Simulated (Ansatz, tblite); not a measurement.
Cost and result up the ladder for MoO4H2 (the lowest singlet isomer of a short search) (7 atoms). The state is a singlet with charge 0. Geometry: PBE-D4/def2-SVP.

| atom | x (Å) | y (Å) | z (Å) |
| --- | --- | --- | --- |
| Mo1 | 0.0331 | -0.2410 | -0.0416 |
| O2 | -0.8549 | -1.4807 | -0.7571 |
| O3 | 1.4682 | -0.9382 | 0.9850 |
| O4 | 1.9689 | -0.2781 | -0.1835 |
| O5 | -0.9873 | 1.1066 | 0.7635 |
| H6 | -1.9535 | 1.2393 | 0.7111 |
| H7 | 0.3254 | 0.5921 | -1.4775 |

Ansatz on 2 threads of Arm Neoverse V1 on a shared host; xTB runs through tblite on one thread. Times are rough, summed over both states, and most runs start from the orbitals of an earlier one. PBE0-D4/def2-TZVP serves as the yardstick here, not as an exact answer. The other state is a triplet.

In the def2 sets Mo takes a core potential; there is no spin–orbit coupling. The xTB rows come from tblite. The structure holds one bond between oxygen atoms, so isomers without such links may lie far lower. The structure comes from a short search, and lower isomers may exist.

xTB has no spin-polarisation term.

```json
{"level": "GFN2-xTB", "functions": "27", "wall time": "0.008 s"}
{"level": "GFN1-xTB", "functions": "29", "wall time": "0.015 s"}
{"level": "PBE-D4/def2-TZVP", "functions": "176", "wall time": "9.2 s"}
{"level": "PBE0-D4/def2-TZVP (with forces)", "functions": "176", "wall time": "14 s"}
{"level": "r2SCAN-D4/def2-TZVP", "functions": "176", "wall time": "20 s"}
```

Question: Estimate what each level gives for the vertical triplet (eV).

Answer: 
```csv
level,vertical triplet (eV),difference from PBE0-D4/def2-TZVP (eV)
GFN2-xTB,3.64,1.08
GFN1-xTB,4.01,1.46
PBE-D4/def2-TZVP,2.84,0.29
PBE0-D4/def2-TZVP (with forces),2.56,0.00
r2SCAN-D4/def2-TZVP,2.75,0.19
```
